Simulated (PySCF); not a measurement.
H2O2S2W, SMILES [O]=[W]([OH])(=[S])[SH], multiplicity 1.

Coordinates come from a PBE-D3(BJ)/def2-SVP optimisation. The spin state was assumed, not searched. The structure was generated by enumeration; whether it is a known compound was not checked. The def2 effective core potentials stand for the cores of W; spin–orbit coupling is left out. Other conformers were not sampled.

The numbers are results of PBE-D3(BJ)/def2-SVP (PySCF), not measurements.

Frequencies are harmonic and unscaled.

Estimate the vibrational spectrum. (An estimate is asked for; the answer gives what the named calculation found.)


```tsv
mode	ν (cm⁻¹)	IR (km/mol)	moving atoms (share of kinetic energy)
1	121	1.6	S 83 %, W 11 %
2	146	7.1	O 42 %, S 29 %, W 14 %, H 14 %
3	174	8.1	O 54 %, S 24 %, H 12 %, W 9 %
4	219	3.3	O 73 %, S 12 %, H 9 %
5	246	10.8	O 55 %, H 27 %, S 13 %
6	278	13.7	H 54 %, O 38 %
7	300	97.6	H 87 %, O 11 %
8	384	24.9	S 77 %, W 18 %
9	530	24.4	S 79 %, W 15 %
10	565	193.6	H 76 %, O 21 %
11	630	7.7	H 91 %
12	708	52.5	O 78 %, H 13 %, W 9 %
13	973	105.3	O 92 %, W 8 %
14	2581	2.8	H 97 %
15	3732	233.3	H 94 %
```
